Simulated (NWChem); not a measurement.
System: CH3Li; SMILES [CH3][Li]

Input file for NWChem:

```
start job
memory heap 200 mb stack 900 mb global 1100 mb
geometry units angstroms noautosym nocenter noautoz
  Li     0.000000     0.000000    -1.578787
  C      0.000000     0.000000     0.383494
  H      0.715555     0.715555     0.812104
  H      0.261911    -0.977466     0.812104
  H     -0.977466     0.261911     0.812104
end
basis spherical
  * library def2-tzvp
end
dft
  xc pbe0
  iterations 150
end
property
  efieldgrad
end
task dft property
```

NWChem printed, in part:

```
             Northwest Computational Chemistry Package (NWChem) 7.3.0
             --------------------------------------------------------

                             Geometry "geometry" -> ""
                             -------------------------

 Output coordinates in angstroms (scale by  1.889725989 to convert to a.u.)

  No.       Tag          Charge          X              Y              Z
 ---- ---------------- ---------- -------------- -------------- --------------
    1 Li                   3.0000     0.00000000     0.00000000    -1.57878700
    2 C                    6.0000     0.00000000     0.00000000     0.38349400
    3 H                    1.0000     0.71555500     0.71555500     0.81210400
    4 H                    1.0000     0.26191100    -0.97746600     0.81210400
    5 H                    1.0000    -0.97746600     0.26191100     0.81210400

 Effective nuclear repulsion energy (a.u.)      16.2616597538

                              NWChem Property Module
                              ----------------------

  itol2e modified to match energy
  convergence criterion.

                                 NWChem DFT Module
                                 -----------------

 Summary of "ao basis" -> "ao basis" (spherical)
 ------------------------------------------------------------------------------
       Tag                 Description            Shells   Functions and Types
 ---------------- ------------------------------  ------  ---------------------
 Li                        def2-tzvp                 8       14   5s3p
 C                         def2-tzvp                11       31   5s3p2d1f
 H                         def2-tzvp                 4        6   3s1p

  itol2e modified to match energy
  convergence criterion.

            General Information
            -------------------
          SCF calculation type: DFT
          Wavefunction type:  closed shell.
          No. of atoms     :     5
          No. of electrons :    12
           Alpha electrons :     6
            Beta electrons :     6
          Charge           :     0
          Spin multiplicity:     1
          Use of symmetry is: off; symmetry adaption is: off
          Maximum number of iterations: 150
          AO basis - number of functions:    63
                     number of shells:    31
          Convergence on energy requested:  1.00D-07
          Convergence on density requested:  1.00D-05
          Convergence on gradient requested:  5.00D-04

              XC Information
              --------------
                         PBE0 Method XC Functional
                     Hartree-Fock (Exact) Exchange  0.250
          PerdewBurkeErnzerhof Exchange Functional  0.750
            Perdew 1991 LDA Correlation Functional  1.000 local
           PerdewBurkeErnz. Correlation Functional  1.000 non-local

             Grid Information
             ----------------
          Grid used for XC integration:  fine
          Radial quadrature: Mura-Knowles
          Angular quadrature: Lebedev.
          Tag              B.-S. Rad. Rad. Pts. Rad. Cut. Ang. Pts.
          ---              ---------- --------- --------- ---------
          Li                  1.45       70          10.0       590
          C                   0.70       70          11.0       590
          H                   0.35       60          11.0       590
          Grid pruning is: on
          Number of quadrature shells:   320
          Spatial weights used:  Erf1

      Superposition of Atomic Density Guess
      -------------------------------------

 Sum of atomic energies:         -46.60340740

      Non-variational initial energy
      ------------------------------

 Total energy =     -47.030681
 1-e energy   =     -93.183795
 2-e energy   =      29.891454
 HOMO         =      -0.306670
 LUMO         =      -0.046780

   convergence    iter        energy       DeltaE   RMS-Dens  Diis-err
 ---------------- ----- ----------------- --------- --------- ---------
 d= 0,ls=0.0,diis     1    -47.2995494889 -6.36D+01  1.25D-02  2.91D-01
 d= 0,ls=0.0,diis     2    -47.2738602974  2.57D-02  7.60D-03  4.06D-01
 d= 0,ls=0.0,diis     3    -47.3345156161 -6.07D-02  1.12D-03  1.04D-02
 d= 0,ls=0.0,diis     4    -47.3359877159 -1.47D-03  1.76D-04  5.22D-05
 d= 0,ls=0.0,diis     5    -47.3359993317 -1.16D-05  4.36D-05  1.32D-06
 d= 0,ls=0.0,diis     6    -47.3359999143 -5.83D-07  9.34D-06  1.03D-07
 d= 0,ls=0.0,diis     7    -47.3359999567 -4.24D-08  2.78D-06  6.47D-09

         Total DFT energy =      -47.335999956704
      One electron energy =      -95.551476747181
           Coulomb energy =       40.311068302021
    Exchange-Corr. energy =       -8.357251265370
 Nuclear repulsion energy =       16.261659753825

 Numeric. integr. density =       12.000000184427

                       DFT Final Molecular Orbital Analysis
                       ------------------------------------

 Vector    4  Occ=2.000000D+00  E=-3.218496D-01
              MO Center=  1.7D-01,  1.7D-01,  5.8D-01, r^2= 1.4D+00
   Bfn.  Coefficient  Atom+Function         Bfn.  Coefficient  Atom+Function
  ----- ------------  ---------------      ----- ------------  ---------------
    47      0.238525  3 H  s                 20      0.216619  2 C  px
    21      0.216736  2 C  py                23      0.167274  2 C  px
    24      0.167364  2 C  py                46      0.167528  3 H  s
    48      0.131005  3 H  s                 53     -0.119318  4 H  s
    59     -0.119207  5 H  s                 26      0.100085  2 C  px

 Vector    5  Occ=2.000000D+00  E=-3.218496D-01
              MO Center= -1.7D-01, -1.7D-01,  5.8D-01, r^2= 1.4D+00
   Bfn.  Coefficient  Atom+Function         Bfn.  Coefficient  Atom+Function
  ----- ------------  ---------------      ----- ------------  ---------------
    20      0.216736  2 C  px                21     -0.216619  2 C  py
    53      0.206536  4 H  s                 59     -0.206601  5 H  s
    23      0.167364  2 C  px                24     -0.167274  2 C  py
    52      0.145061  4 H  s                 58     -0.145106  5 H  s
    54      0.113436  4 H  s                 60     -0.113471  5 H  s

 Vector    6  Occ=2.000000D+00  E=-1.841201D-01
              MO Center= -8.4D-08, -8.3D-08,  1.8D-02, r^2= 1.6D+00
   Bfn.  Coefficient  Atom+Function         Bfn.  Coefficient  Atom+Function
  ----- ------------  ---------------      ----- ------------  ---------------
    22     -0.330786  2 C  pz                25     -0.312780  2 C  pz
    19      0.310354  2 C  s                 28     -0.293246  2 C  pz
    18      0.111151  2 C  s                  4      0.110391  1 Li s
     2     -0.106319  1 Li s                 48     -0.104490  3 H  s
    54     -0.104490  4 H  s                 60     -0.104490  5 H  s

 Vector    7  Occ=0.000000D+00  E=-3.744684D-02
              MO Center= -5.4D-07, -5.3D-07, -2.5D+00, r^2= 5.7D+00
   Bfn.  Coefficient  Atom+Function         Bfn.  Coefficient  Atom+Function
  ----- ------------  ---------------      ----- ------------  ---------------
     5      0.818163  1 Li s                 11     -0.400678  1 Li pz
    18     -0.142448  2 C  s                  4      0.119178  1 Li s
     8     -0.092436  1 Li pz                 2     -0.087085  1 Li s
    22      0.075211  2 C  pz                28      0.072198  2 C  pz
    25      0.068132  2 C  pz                 3     -0.056267  1 Li s

 Vector    8  Occ=0.000000D+00  E= 3.246310D-02
              MO Center=  1.7D-03,  1.7D-03, -1.8D+00, r^2= 5.5D+00
   Bfn.  Coefficient  Atom+Function         Bfn.  Coefficient  Atom+Function
  ----- ------------  ---------------      ----- ------------  ---------------
     9      0.740463  1 Li px                10      0.740579  1 Li py
    26     -0.168618  2 C  px                27     -0.168645  2 C  py
     6      0.086727  1 Li px                 7      0.086741  1 Li py
    47     -0.054538  3 H  s                 46     -0.037032  3 H  s
    20     -0.034389  2 C  px                21     -0.034394  2 C  py

 Vector    9  Occ=0.000000D+00  E= 3.246316D-02
              MO Center= -1.7D-03, -1.7D-03, -1.8D+00, r^2= 5.5D+00
   Bfn.  Coefficient  Atom+Function         Bfn.  Coefficient  Atom+Function
  ----- ------------  ---------------      ----- ------------  ---------------
     9      0.740579  1 Li px                10     -0.740463  1 Li py
    26     -0.168645  2 C  px                27      0.168619  2 C  py
     6      0.086741  1 Li px                 7     -0.086727  1 Li py
    53     -0.047230  4 H  s                 59      0.047234  5 H  s
    20     -0.034394  2 C  px                21      0.034389  2 C  py

     Multipole analysis of the density
     ---------------------------------

     L   x y z        total         alpha         beta         nuclear
     -   - - -        -----         -----         ----         -------
     0   0 0 0     -0.000000     -6.000000     -6.000000     12.000000

     1   1 0 0      0.000000      0.000000      0.000000     -0.000000
     1   0 1 0      0.000000      0.000000      0.000000     -0.000000
     1   0 0 1     -2.220702     -1.111216     -1.111216      0.001729

     2   2 0 0     -8.730101     -7.107728     -7.107728      5.485355
     2   1 1 0      0.000000     -0.000001     -0.000001      0.000003
     2   1 0 1     -0.000001     -0.000000     -0.000000     -0.000000
     2   0 2 0     -8.730101     -7.107728     -7.107728      5.485355
     2   0 1 1     -0.000001     -0.000000     -0.000000     -0.000000
     2   0 0 2     -1.188848    -19.054415    -19.054415     36.919983

          -----------------------
          Electric field gradient
          -----------------------

 1 a.u. = 0.324123 10**(16) esu/cm**3  ( or statvolts/cm**2 ) = 0.97174 10**(22) v/m**2

 ------------------------------------------------------------
   Atom      X         Y         Z
 ------------------------------------------------------------
    1 Li   0.00000   0.00000  -2.98347
 ------------------------------------------------------------

 Electric field gradient in molecular frame (a.u.)
         XX             YY             ZZ             XY             XZ             YZ
 ------------------------------------------------------------------------------------------
       -0.027184      -0.027184       0.054369      -0.000000      -0.000000      -0.000000

 Principal components (a.u.) and orientation
 of principal axis w.r.t. absolute frame                      Asymmetry parameter eta
 --------------------------------------------------------------------------------------
        0.054369      -0.027184      -0.027184                       0.000000

       -0.000000       0.707406      -0.706807
       -0.000000       0.706807       0.707406
        1.000000       0.000000      -0.000000

 ------------------------------------------------------------
   Atom      X         Y         Z
 ------------------------------------------------------------
    2 C    0.00000   0.00000   0.72470
 ------------------------------------------------------------

 Electric field gradient in molecular frame (a.u.)
         XX             YY             ZZ             XY             XZ             YZ
 ------------------------------------------------------------------------------------------
       -0.121930      -0.121930       0.243861      -0.000000      -0.000000      -0.000000

 Principal components (a.u.) and orientation
 of principal axis w.r.t. absolute frame                      Asymmetry parameter eta
 --------------------------------------------------------------------------------------
        0.243861      -0.121931      -0.121930                       0.000002

       -0.000000       0.707013       0.707200
       -0.000000       0.707200      -0.707013
        1.000000       0.000001      -0.000000

 ------------------------------------------------------------
   Atom      X         Y         Z
 ------------------------------------------------------------
    3 H    1.35220   1.35220   1.53465
 ------------------------------------------------------------

 Electric field gradient in molecular frame (a.u.)
         XX             YY             ZZ             XY             XZ             YZ
 ------------------------------------------------------------------------------------------
       -0.050788      -0.050788       0.101576      -0.192205      -0.116657      -0.116657

 Principal components (a.u.) and orientation
 of principal axis w.r.t. absolute frame                      Asymmetry parameter eta
 --------------------------------------------------------------------------------------
       -0.309245       0.167828       0.141417                       0.085406

        0.656174      -0.263507       0.707107
        0.656174      -0.263507      -0.707107
        0.372655       0.927970       0.000000

 ------------------------------------------------------------
   Atom      X         Y         Z
 ------------------------------------------------------------
    4 H    0.49494  -1.84714   1.53465
 ------------------------------------------------------------

 Electric field gradient in molecular frame (a.u.)
         XX             YY             ZZ             XY             XZ             YZ
 ------------------------------------------------------------------------------------------
        0.115667      -0.217243       0.101577       0.096103      -0.042700       0.159357

 Principal components (a.u.) and orientation
 of principal axis w.r.t. absolute frame                      Asymmetry parameter eta
 --------------------------------------------------------------------------------------
       -0.309246       0.167829       0.141417                       0.085406

       -0.240176      -0.096451       0.965926
        0.896350       0.359957       0.258819
       -0.372655       0.927970       0.000000

 ------------------------------------------------------------
   Atom      X         Y         Z
 ------------------------------------------------------------
    5 H   -1.84714   0.49494   1.53465
 ------------------------------------------------------------

 Electric field gradient in molecular frame (a.u.)
         XX             YY             ZZ             XY             XZ             YZ
 ------------------------------------------------------------------------------------------
       -0.217243       0.115667       0.101577       0.096103       0.159357      -0.042700

 Principal components (a.u.) and orientation
 of principal axis w.r.t. absolute frame                      Asymmetry parameter eta
 --------------------------------------------------------------------------------------
       -0.309246       0.167829       0.141417                       0.085406

        0.896350       0.359957       0.258819
       -0.240176      -0.096451       0.965926
       -0.372655       0.927970       0.000000
```

Level: PBE0/def2-TZVP. Structure relaxed at the PBE0-D3(BJ)/def2-TZVP level. NWChem prints the field gradient with the sign opposite to the second derivative of the potential.
